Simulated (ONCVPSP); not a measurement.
**rhodium: one change to an ONCV potential, before and after**

rhodium, optimised norm-conserving Vanderbilt (ONCV), made with ONCVPSP 4.0.1 (LDA (Perdew-Wang 92), scalar-relativistic). Core [Ar] 3d10 4s2, reference 4p6 4d8 5s1. Waves: 5s: rc 2.55 bohr, ncon 4, nbas 8, qcut 2.2 1/bohr, 2 projectors, debl 1.8 Ha; 4p: rc 1.05 bohr, ncon 5, nbas 8, qcut 8.2 1/bohr, 3 projectors, debl 1.7 Ha; 4d: rc 1.60 bohr, ncon 4, nbas 9, qcut 11.9 1/bohr, 2 projectors, debl 2.8 Ha. Local part: polynomial inside 1.00 bohr (lpopt 5, dvloc0 2 Ha). Core correction: none.

In the p channel the program set the typed energies aside and used -1.857, 0.250, 1.950 Ha.

All-electron outer shells of the reference configuration (LDA (PZ), scalar-relativistic, ld1.x):

```
shell  level (eV)  outermost node (bohr)  outermost maximum (bohr)
   4s      -82.55                   0.47                      0.88
   4p      -50.53                   0.47                      0.94
   4d       -6.15                   0.46                      1.15
   5s       -4.59                   1.19                      2.63
```

Change: s: rc 2.3.

Cutoffs: the cutoffs (Ha) at which the residual kinetic energy of the hardest occupied pseudo-wave falls to 1 and 0.1 mHa per electron; they do not see the model core or the augmentation charge, which bear on the density cutoff. Errors are all-electron minus pseudo energies relative to the spin-unpolarised reference configuration.

Problem. How do hardness, ghosts and transferability respond?

Solution. The potential gets neither clearly harder nor softer (64 Ha and 137 Ha → 64 Ha and 137 Ha); both files keep a bound ghost (p, s); of the 4 tests that both files solve, the error grows in 3 and shrinks in 0 by more than 15 % and 0.3 meV (median size 5.6 → 9.6 meV). That the errors move this way runs against the usual rule that smaller radii transfer better.

| quantity | base | changed |
| --- | --- | --- |
| cutoff, loose | 64 Ha | 64 Ha |
| cutoff, tight | 137 Ha | 137 Ha |
| loose cutoff by channel | s 6.6 Ha, p 64 Ha, d 32 Ha | s 6.6 Ha, p 64 Ha, d 32 Ha |
| bound ghosts | s, p | s, p |
| GHOST(+) flags under 300 eV | s at 84.9 eV | none |
| error for 4p6 4d8 5s0, meV [ΔE 7.78 eV] | -8.5 | -9.6 |
| error for 4p6 4d7 5s0, meV [ΔE 27.55 eV] | +2.6 | +9.5 |
| error for 4p6 4d6 5s0, meV [ΔE 60.29 eV] | +16 | +34 |
| error for 4p6 4d7 5s1 5p1, meV [ΔE 6.63 eV] | -0.8 | -2.7 |
| p: phases at 1.07 bohr within 0.05 rad from the reference energy up to (Ha; the scan ends near 5) | to the end of the scan | to the end of the scan |
| d: phases at 1.62 bohr within 0.05 rad from the reference energy up to (Ha; the scan ends near 5) | to the end of the scan | to the end of the scan |

 A true bound ghost makes a file unfit for plane-wave use even where its test errors are small: the radial tests pick states by their node count and pass the ghost by.
